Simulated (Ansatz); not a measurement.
Si₁₁AsH₂₂⁺. Charge 1, multiplicity 3. Geometry r2SCAN-D4/def2-SVP, that of the neutral doublet; atoms count from 1.

```xyz
34

Si   -0.006   -2.002    2.824
Si   -2.469   -0.392   -0.511
Si    2.315    0.916    3.677
Si   -0.366    2.699   -1.486
As    1.445   -0.485   -0.585
Si   -2.377    0.841   -4.130
Si    1.642   -1.239    4.317
Si   -0.493    0.811   -0.093
Si    0.841   -2.422    0.667
Si   -2.506   -1.067   -2.763
Si    3.094    0.697    1.485
Si   -0.363    1.983   -3.726
H    -1.124   -1.007    2.759
H    -0.579   -3.300    3.312
H    -3.649    0.497   -0.258
H    -2.571   -1.577    0.399
H     1.114    1.811    3.682
H     3.311    1.471    4.655
H    -1.558    3.580   -1.262
H     0.873    3.477   -1.160
H     0.857   -1.021   -1.931
H    -3.514    1.751   -3.779
H    -2.503    0.468   -5.575
H     1.102   -1.269    5.715
H     2.816   -2.169    4.247
H    -0.386    1.220    1.345
H    -0.165   -3.194   -0.129
H     2.075   -3.262    0.791
H    -3.769   -1.822   -3.044
H    -1.347   -1.971   -3.046
H     3.427    1.988    0.805
H     4.266   -0.231    1.404
H    -0.228    3.155   -4.649
H     0.796    1.064   -3.958
```

Single mean-field runs in def2-TZVP are fitted with def2-universal-jkfit. At PBE0-D4/def2-TZVP a singlet of charge 1 lies 1.87 eV below the triplet at the same geometry.

(1) Estimate the Mulliken populations of the heavy atoms from the PBE0/def2-TZVP orbitals of Ansatz.

(2) Where does the spin sit?

(3) And the Mayer bond orders between bonded heavy atoms (over 0.3)?

## Answers

(1) 
```csv
atom,charge (e),spin (α − β)
Si1,-0.01,0.03
Si2,0.01,0.15
Si3,-0.01,0.07
Si4,0.01,0.04
As5,-0.02,0.48
Si6,-0.01,0.00
Si7,0.00,0.01
Si8,-0.01,0.09
Si9,0.03,0.08
Si10,-0.02,0.01
Si11,-0.04,0.73
Si12,-0.02,0.01
```
Mulliken values and Mayer orders depend strongly on the basis.

(2) Summed by element: Si 1.20, As 0.48, H 0.31, of 2 unpaired in all. Largest on single atoms: Si11 0.73, As5 0.48, H21 0.15.

(3) Si1–Si7 0.95 (2.35 Å); Si1–Si9 0.91 (2.35 Å); Si2–Si8 0.80 (2.35 Å); Si2–Si10 0.93 (2.35 Å); Si3–Si7 0.93 (2.35 Å); Si3–Si11 0.96 (2.34 Å); Si4–Si8 0.90 (2.35 Å); Si4–Si12 0.93 (2.35 Å); As5–Si8 1.00 (2.38 Å); As5–Si9 0.88 (2.38 Å); Si6–Si10 0.95 (2.35 Å); Si6–Si12 0.95 (2.35 Å). Values over 0.3 also appear between atoms too far apart for a bond (As5–Si11 0.31 at 2.90 Å); they arise where an orbital or an unpaired electron spreads over both atoms.
